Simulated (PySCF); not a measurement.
Geometry:
```csv
atom,x (Å),y (Å),z (Å)
C1,2.757,-1.926,0.368
C2,2.001,-1.019,0.142
C3,1.133,0.049,-0.130
C4,1.423,1.357,-0.176
F5,2.660,1.837,0.034
Si6,-0.137,2.336,-0.586
O7,-0.979,0.943,-0.785
C8,-0.334,-0.236,-0.377
O9,-0.876,-0.727,0.802
C10,-2.212,-1.172,0.680
H11,3.416,-2.717,0.569
H12,-0.115,2.999,-1.881
H13,-0.627,3.126,0.537
H14,-0.465,-0.969,-1.196
H15,-2.279,-2.006,-0.028
H16,-2.510,-1.503,1.672
H17,-2.863,-0.361,0.343
```

- shielding tensors at PBE0/pcSseg-1 (GIAO)
- GFN2-xTB structure
- program: PySCF
- one computed conformer, fast rotation and ring inversion assumed for equivalent nuclei, isolated molecule, relativity neglected

Referencing at the same level of theory: TMS for $^{13}$C.

Q: Do the $^{13}$C shifts follow the atomic charges (in e)? Tabulate both.

A: 
| atoms | hybridisation | δ (ppm) | σ para (ppm) | Hirshfeld | IAO | Mulliken | ESP-fitted |
| --- | --- | --- | --- | --- | --- | --- | --- |
| C4 | sp2 | 187.0 | -252 | -0.00 | +0.02 | +0.09 | +0.04 |
| C3 | sp2 | 127.1 | -209 | -0.03 | -0.07 | -0.45 | -0.05 |
| C8 | sp3 | 108.6 | -165 | +0.11 | +0.28 | +0.45 | +0.04 |
| C1 | sp | 101.0 | -174 | -0.09 | -0.21 | -0.36 | -0.42 |
| C2 | sp | 77.7 | -133 | -0.05 | -0.02 | +0.53 | +0.08 |
| C10 | sp3 | 57.8 | -114 | -0.04 | -0.21 | -0.03 | -0.17 |

Correlation coefficients of δ with charge over these carbons: Hirshfeld +0.23, IAO +0.33, Mulliken -0.15, ESP-fitted +0.28; with the paramagnetic shielding -0.98. With so few points, grouped by hybridisation, these coefficients are fragile. Charge is one influence among several: hybridisation and low-lying excitations act through the paramagnetic term.

Shifts are as computed. Against solution values, carbons near 30 ppm lie about +3 ppm off and those near 130 ppm about +5 ppm. Of 1309 compounds with measured shifts, 239 miss one by over three times the rms of a fit or turn the order of signals round; such compounds aren't used in these exercises.
